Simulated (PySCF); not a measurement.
# NbO₂: calculation against measurement

Isolated NbO₂, optimised in PySCF with density fitting and no spin–orbit coupling; def2 sets carry scalar-relativistic core potentials from Rb on. It is a doublet of C2v symmetry: PBE0/def2-TZVP Nb–O 1.700 Å (×2), O–Nb–O 104.9°.

Formally Nb is in oxidation state +4, d1, with 1 unpaired electron. The Mulliken spin on Nb is 1.14. The polar-tensor charge on Nb, 1.66, is far below the formal one.

Problem. The tabulated gas-phase entropy at 298.15 K and 1 bar is 272.78 J/(mol K) (Chase, 1998, NIST Chemistry WebBook). What do rigid-rotor harmonic-oscillator sums give?

Solution. PBE0/def2-TZVP 271.8 J/(mol K). Only the spin multiplicity enters the electronic part, so orbital degeneracy and low-lying levels are missing.

Problem. ΔfH°(298 K) is -200.00 kJ/mol (Chase, 1998, NIST Chemistry WebBook), and for the gaseous atoms Nb 733.0, O 249.2 kJ/mol (tabulated in the package mendeleev). Compare the atomisation enthalpy with the calculations.

Solution. From the tables it is 733.0 + 2 × 249.2 − (-200.0) = 1431 kJ/mol. To a computed De one adds −ZPE (-14.2), the atoms' spin–orbit lowering from NIST levels (-9.4) and the thermal terms (10.8), all taken at PBE0/def2-TZVP.
```json
{"level": "PBE0/def2-TZVP", "De (kJ/mol)": "1323", "ΔatH°(298 K)": "1310", "computed − tabulated": "-121"}
{"level": "HF/def2-TZVP at the PBE0 geometry", "De (kJ/mol)": "541", "ΔatH°(298 K)": "529", "computed − tabulated": "-903"}
{"level": "MP2/def2-TZVP at the PBE0 geometry", "De (kJ/mol)": "1513", "ΔatH°(298 K)": "1500", "computed − tabulated": "69"}
{"level": "CCSD(T)/def2-TZVP at the PBE0 geometry", "De (kJ/mol)": "1368", "ΔatH°(298 K)": "1355", "computed − tabulated": "-76"}
```
Triple-zeta wave-function results underbind; they need larger basis sets to converge.

 Open d and f shells are described by one determinant, and the ground state may have another occupation or spin.
